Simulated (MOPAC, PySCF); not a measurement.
C₂H₂BN, SMILES `B=CC#N`, neutral singlet in the gas phase. 

Cartesian coordinates (Å):
```xyz
6

B      1.2265    -0.2442    -0.1102
C      0.0188     0.4122    -0.2928
C     -1.2525    -0.1884    -0.1535
N     -2.2906    -0.6809    -0.0391
H      2.2611    -0.7659     0.0358
H      0.0366     1.4671    -0.5635
```
Charge 0, spin multiplicity 1.

All levels are single points at this geometry (B3LYP-D3(BJ)/def2-TZVP); Pople sets use spherical d functions. Orbital energies aren't observables, and empty levels follow the basis.

AM1 in MOPAC gives gap (eV) = 9.79.

Task: Estimate the gap (eV) from each of these levels: B3LYP-D3(BJ)/def2-TZVP in PySCF; PBE-D3(BJ)/def2-TZVP in PySCF; BP86/6-31G* in PySCF; M06-2X/6-31G* in PySCF; PBE/6-31G* in PySCF; SVWN5/6-31G* in PySCF; HF/3-21G in PySCF; HF/6-31G* in PySCF; HF/STO-3G in PySCF; PM3 in MOPAC; PM6 in MOPAC; PM7 in MOPAC.

Result: 
```json
[
 {"level": "B3LYP-D3(BJ)/def2-TZVP in PySCF", "gap (eV)": "4.44"},
 {"level": "PBE-D3(BJ)/def2-TZVP in PySCF", "gap (eV)": "2.80"},
 {"level": "BP86/6-31G* in PySCF", "gap (eV)": "2.81"},
 {"level": "M06-2X/6-31G* in PySCF", "gap (eV)": "7.07"},
 {"level": "PBE/6-31G* in PySCF", "gap (eV)": "2.79"},
 {"level": "SVWN5/6-31G* in PySCF", "gap (eV)": "2.66"},
 {"level": "HF/3-21G in PySCF", "gap (eV)": "11.15"},
 {"level": "HF/6-31G* in PySCF", "gap (eV)": "11.25"},
 {"level": "HF/STO-3G in PySCF", "gap (eV)": "13.29"},
 {"level": "PM3 in MOPAC", "gap (eV)": "10.23"},
 {"level": "PM6 in MOPAC", "gap (eV)": "8.94"},
 {"level": "PM7 in MOPAC", "gap (eV)": "8.80"}
]
```
